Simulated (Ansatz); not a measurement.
Abridged output of a molecular run in Ansatz:

```
Functional definition: HF
1249 factors; integrals over basis functions are off by at most 1.2e-3 eV
mean field evaluation 1: about -62386.3089 eV, gradient 3.1e1 eV
mean field evaluation 2: about -62386.3102 eV, gradient 3.1e1 eV
mean field evaluation 4: about -62389.0712 eV, gradient 3.3e0 eV
mean field evaluation 8: about -62389.1092 eV, gradient 1.9e-4 eV
mean field -62389.10924128 eV, -2292.7574757599 hartree, gradient 9.4e-7 eV, S^2 0.000000; 0 other end points of the search recorded, 0 dependent functions left out
16 core orbitals not correlated: weight in the atoms' cores, before any rotation towards them, 1.000 or more for the frozen orbitals, at most 0.000 for the correlated occupied ones
reference -62389.10924128 eV, -2292.7574757599 hartree; 17, 17 occupied and 90, 90 virtual orbitals, 1249 factors
second order -16.64524044 eV of doubles, -0.00000000 eV of singles
cycle   1  -17.28845771 eV  change   -6.4e-1 eV  update   1.0e-1
cycle   2  -17.88371719 eV  change   -6.0e-1 eV  update   3.2e-2
cycle   3  -17.98224935 eV  change   -9.9e-2 eV  update   1.4e-2
cycle   4  -17.98121851 eV  change    1.0e-3 eV  update   3.3e-3
cycle   5  -17.98073913 eV  change    4.8e-4 eV  update   1.1e-3
cycle   6  -17.98041731 eV  change    3.2e-4 eV  update   3.3e-4
cycle   7  -17.98034130 eV  change    7.6e-5 eV  update   1.2e-4
cycle   8  -17.98034421 eV  change   -2.9e-6 eV  update   5.0e-5
cycle   9  -17.98034228 eV  change    1.9e-6 eV  update   2.1e-5
perturbative correction -0.54035769 eV, -0.0198577788 hartree
Total energy: -62407.62994125 eV, -2293.4380989300 hartree
```

Its atoms:

```xyz
13

C    -0.0339   -1.5705   -1.6328
Si    0.5966   -0.2366   -0.4816
C    -0.7211    0.4025    0.6795
Ga   -0.0436    1.7822    1.9034
H    -0.8535   -1.1937   -2.2496
H     0.7600   -1.9187   -2.2979
H    -0.4031   -2.4283   -1.0655
H     1.1330    0.8992   -1.2879
H     1.7377   -0.7741    0.3170
H    -1.1062   -0.4410    1.2613
H    -1.5367    0.8172    0.0787
H    -0.0872    3.2953    1.4807
H     0.5580    1.3666    3.2947
```

(1) Which basis set was used?
A. def2-SVP
B. cc-pV(T+d)Z
C. def2-TZVPPD
D. def2-SVPD

(2) Write the keys of the input that set method, charge and spin (a neutral closed shell needs none for the last two).

Results:

(1) A. It gives 123 functions.

(2) 
```yaml
correlation: {method: ccsd_t}
```
